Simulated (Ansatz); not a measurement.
Cartesian coordinates (Å):
```xyz
10

N      1.3386    -0.4967    -0.0172
B     -0.0003     0.0001    -0.0001
N     -0.2532     1.3625     0.3516
N     -1.0884    -0.8650    -0.3341
H      1.5714    -1.4438    -0.2517
H      2.1387     0.0693     0.1970
H     -1.1637     1.7799     0.2907
H      0.4795     2.0330     0.4951
H     -2.0491    -0.5890    -0.2454
H     -0.9734    -1.8503    -0.4858
```
Charge 0, spin multiplicity 1.

The numbers are results of frozen-core CCSD(T)/cc-pVTZ // B3LYP-D3(BJ)/def2-TZVP in Ansatz (an electronic-structure program), not measurements.

* **HF energy**: -191.73156 Ha
* **MP2 correlation energy**: -0.74439 Ha

Estimate the CCSD correlation energy, the (T) correction, the total energy and the T1 diagnostic.


```json
{
  "CCSD correlation energy": "-0.77117 Ha",
  "(T) correction": "-0.02890 Ha",
  "CCSD(T) total energy": "-192.53163 Ha",
  "T1 diagnostic": "0.009"
}
```
